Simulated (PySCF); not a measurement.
C₂H₇FSSi.
SMILES with atom numbers: `[CH3:1][S:2][SiH2:3][CH2:4][F:5]` (hydrogens: H6, H7, H8 on C1; H9, H10 on Si3; H11, H12 on C4)

Level of theory: PBE0-D3(BJ)/def2-SVP geometry optimisation, gas phase (PySCF 2.14.0).

Problem. List the bond lengths, angles and torsions at this level.

Solution. 
```tsv
bond	length (Å)
C1–S2	1.823
S2–Si3	2.143
Si3–C4	1.899
C4–F5	1.380
C1–H6, C1–H7, C1–H8	1.099
Si3–H9, Si3–H10	1.494
C4–H11, C4–H12	1.104
```

Bonds in one row agree within 0.01 Å and their mean is given. A selection of angles:
```tsv
angle	degrees
S2–C1–H6	111.4
S2–C1–H7	106.6
H6–C1–H7	108.7
C1–S2–Si3	100.0
S2–Si3–C4	105.7
S2–Si3–H9	111.3
C4–Si3–H9	110.2
H9–Si3–H10	108.2
Si3–C4–F5	109.3
Si3–C4–H11	110.7
F5–C4–H11	109.3
H11–C4–H12	107.4
```

Dihedral angles: C1–S2–Si3–C4 180° (antiperiplanar); S2–Si3–C4–F5 -179° (antiperiplanar).

Si3 (SiH2 silicon) is distorted tetrahedral (angles from 105.7° to 111.4°). The 5 heavy atoms lie in one plane (0.005 Å rms). S2 (sulfur bonded to C and Si) is bent (angle 100.0°).

Point group: Cs (every atom within 0.08 Å of its image). Whether it is a minimum is left open (no frequencies). One conformer, not necessarily the lowest.
